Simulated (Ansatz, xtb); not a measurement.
C3H5F3Se: which of two isomers lies lower

Structure I: `C[Se]CC(F)(F)F`, a singlet. Structure II: `FC(F)(F)CC[SeH]`, a singlet. Both are isolated molecules in the gas phase, relaxed with PBE-D3(BJ)/def2-SVP, each in the lowest conformer that the search found.

Quicker runs give these differences E(II) − E(I): GFN2-xTB −0.115 eV; HF/STO-3G +0.120 eV (at GFN2-xTB geometries); r2SCAN-D4/def2-SVP −0.136 eV (at GFN2-xTB geometries).

Which of the two would you expect CCSD(T)/def2-SVP + ΔMP2/def2-TZVPP electronic energies to favour?

Structure II; the calculation gives E(II) − E(I) = −0.072 eV.

The same difference at several levels:

| level | geometry | E(II) − E(I) (eV) | departure from the last row (eV) | job, with rough time for the two |
| --- | --- | --- | --- | --- |
| GFN2-xTB | GFN2-xTB | −0.115 | −0.043 | optimisation, 0.13 s |
| HF/STO-3G | GFN2-xTB | +0.120 | +0.192 | single point, 0.4 s |
| r2SCAN-D4/def2-SVP | GFN2-xTB | −0.136 | −0.063 | single point, 3.5 s |
| PBE-D3(BJ)/def2-SVP | PBE-D3(BJ)/def2-SVP | −0.108 | −0.036 | optimisation, 21 s |
| HF/def2-SVP | PBE-D3(BJ)/def2-SVP | −0.209 | −0.137 | part of the CCSD(T) run |
| MP2/def2-SVP | PBE-D3(BJ)/def2-SVP | −0.194 | −0.121 | part of the CCSD(T) run |
| CCSD(T)/def2-SVP | PBE-D3(BJ)/def2-SVP | −0.215 | −0.143 | single point |
| CCSD(T)/def2-SVP + ΔMP2/def2-TZVPP | PBE-D3(BJ)/def2-SVP | −0.072 |  | single point, 89 s |

As drawn, II has 1 C–C, 1 Se–H in place of 1 C–Se, 1 C–H.

HF/STO-3G puts the two in the other order. The largest departure from CCSD(T)/def2-SVP + ΔMP2/def2-TZVPP is that of HF/STO-3G, 0.192 eV. The last row adds to CCSD(T) the change of the MP2 difference between the two basis sets, here +0.143 eV, a large step that makes the value less sure.

With thermal terms from frequencies at re-optimised GFN2-xTB minima (ideal gas, soft modes damped towards free rotors, one conformer each, 298.15 K, 1 atm): the zero-point term adds −0.039 eV; ΔH is −0.119 and ΔG −0.115 eV.

The correlated steps freeze 15 core orbitals; the filled d shell of Se is correlated, in a basis made for valence electrons. Run with Ansatz 0.2.0, xtb 6.7.1; the last row on 4 threads of Arm Neoverse V2 on a shared host.
